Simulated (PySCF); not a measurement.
Question: What does the PBE0-D3(BJ)/def2-SVP structure of `C#CB(N)N` look like in three dimensions?

Answer: 
```xyz
10
C2H5BN2 angstrom
C      2.4502    0.2343    0.0475
C      1.2391    0.1187    0.0218
B     -0.3059   -0.0314   -0.0100
N     -1.0944    1.1372   -0.1077
N     -0.8567   -1.3311    0.0589
H      3.5202    0.3368    0.0703
H     -2.1039    1.1388   -0.1323
H     -0.6787    2.0550   -0.1536
H     -0.2732   -2.1506    0.1326
H     -1.8473   -1.5273    0.0523
```

Any rigid rotation of these coordinates is as good. Atoms count from 1 in this order. N4 (boron-bound nitrogen) is planar (angles 124.1°, 121.7° and 114.2°, sum 360.0°, 0.00 Å off the plane of its three neighbours). The 5 heavy atoms lie in one plane (0.000 Å rms). B3 (three-coordinate boron) is planar (angles 123.1°, 118.5° and 118.4°, sum 360.0°, 0.00 Å off the plane of its three neighbours).

Bonds between heavy atoms (Å): C1≡C2 1.217, C2–B3 1.553, B3–N4 1.413, B3–N5 1.413.

Method used: PySCF 2.14.0, PBE0-D3(BJ)/def2-SVP geometry optimisation, gas phase.

Point group: C2v (tolerance 0.08 Å). Not checked by PBE0-D3(BJ)/def2-SVP frequencies.
